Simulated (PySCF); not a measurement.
**Excitation energy of S⁺ by level of theory**

S⁺ [Ne] 3s2 3p3 (4S) → S⁺ [Ne] 3s1 3p3 3d1 (6D), as a difference of total energies. Calculation: PySCF 2.14, in aug-cc-pV(Q+d)Z with one added diffuse shell each of s, p, d, f, g type (8s7p6d4f3g, 114 functions); the non-relativistic Hamiltonian (point nucleus). Correlated levels: valence: [Ne] frozen. The calculations carry no spin-orbit coupling.

| method | excitation energy (cm⁻¹) |
| --- | --- |
| UHF | 146170 |
| LDA | 163490 |
| PBE | 161620 |
| PBE0 | 160840 |
| r2SCAN | 156800 |
| B2PLYP | 165310 |
| wB97M-V | 164670 |
| MP2 (valence) | 160200 |
| SCS-MP2 (valence) | 164450 |

The promoted electron is Rydberg-like, and one or two diffuse shells describe it only roughly, which tends to raise the upper state.
